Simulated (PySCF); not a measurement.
# Telling isomers of C5H9F3P2 apart by NMR

How the numbers were obtained: coordinates at the GFN2-xTB level, NMR shieldings at PBE0/pcSseg-1/GIAO, in PySCF 2.14 (no relativistic terms, one averaged value for each set of equivalent atoms, isolated molecule, one conformer).

References, each an isolated molecule treated in the same way: $^{1}$H (31.72 ppm), $^{13}$C (186.93 ppm) vs TMS. Splittings of carbon signals by F and P are missing where no couplings were computed. Where no couplings were computed, multiplicities follow the n + 1 count of equivalent neighbours, and m marks all less simple cases (inequivalent or close neighbours, rings, F or P nearby). Shifts are as computed. Against solution values, carbons near 30 ppm lie about +3 ppm off and those near 130 ppm about +5 ppm. Of 1211 compounds with measured shifts, 218 miss one by over three times the rms of a fit or turn the order of signals round; such compounds aren't used in these exercises.

(1) Tabulate the signals of `CC(C)C/P=P\C(F)(F)F`, `CC(C)(C)/P=P/C(F)(F)F` and their relative energies.

(2) What is the quickest way to tell CC(C)C/P=P\C(F)(F)F from CC(C)(C)/P=P/C(F)(F)F?

Answers

(1) 
```tsv
SMILES	carbon types	δC	δH	E rel. (kcal/mol)
CC(C)C/P=P\C(F)(F)F	1×C 1×CH 1×CH2 2×CH3	140.0, 54.9, 31.8, 25.6	3.19 (m, 2H), 2.00 (m, 1H), 1.13 (d, 6H)	0.6
CC(C)(C)/P=P/C(F)(F)F	2×C 3×CH3	142.9, 47.6, 35.5	1.67 (m, 9H)	0.0
```

Energies are electronic energies at PBE0/pcSseg-1 on these geometries, without zero-point or thermal terms, each for the one conformer computed, which needn't be the lowest.

(2) Count the carbon signals: 4 against 3. The first has an sp3 CH2 bonded to P at 54.9 ppm, the second a fully substituted sp3 carbon bonded to P (C) at 47.6 ppm. Their most deshielded carbons lie at 140.0 and 142.9 ppm. In the proton spectra the most deshielded non-exchanging signals are 3.19 (m, 2H) and 1.67 (m, 9H).
